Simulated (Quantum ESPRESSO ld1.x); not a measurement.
All-electron atom: Er10+ in [Xe] 4f1 5d1 6s2 (not the ground configuration). All-electron calculation, scalar-relativistic Kohn-Sham, PBEsol, spin-unpolarised, spherical densities, point nucleus. Program: ld1.x of Quantum ESPRESSO 7.5.

Normalised radial functions P(r) = r R(r), r in bohr:

r              4p      4f       5d
0.003066   0.0228  0.0000   0.0001
0.004056   0.0364  0.0000   0.0003
0.00541    0.0585  0.0000   0.0006
0.007158   0.0918  0.0000   0.0013
0.009547   0.1435  0.0001   0.0029
0.01263    0.2163  0.0001   0.0061
0.01685    0.3182  0.0004   0.0128
0.02229    0.4403  0.0012   0.0257
0.02973    0.5704  0.0032   0.0507
0.03934    0.6562  0.0083   0.0935
0.05247    0.6244  0.0214   0.1640
0.06943    0.3914  0.0509   0.2592
0.0926    -0.0843  0.1160   0.3653
0.1225    -0.6428  0.2385   0.4240
0.1634    -0.9638  0.4532   0.3526
0.2162    -0.6554  0.7529   0.0918
0.2884     0.3118  1.1006  -0.3127
0.3846     1.3266  1.3569  -0.5993
0.5089     1.6245  1.3697  -0.4627
0.6787     1.1401  1.0947   0.1454
0.8981     0.4906  0.6760   0.8141
1.198      0.1162  0.2947   1.0663
1.585      0.0145  0.0863   0.7809
2.114      0.0007  0.0139   0.3290
2.797      0.0000  0.0011   0.0758
3.73       0.0000  0.0000   0.0074
4.936      0.0000  0.0000   0.0003

4p: eigenvalue -595.86 eV, 2 radial nodes at r = 0.0886, 0.266 bohr, <r> = 0.516 bohr, 90 % of the charge inside 0.745 bohr. 4f: eigenvalue -271.22 eV, 0 radial nodes, <r> = 0.556 bohr, 90 % of the charge inside 0.863 bohr. 5d: eigenvalue -159.72 eV, 2 radial nodes at r = 0.232, 0.641 bohr, <r> = 1.24 bohr, 90 % of the charge inside 1.77 bohr.
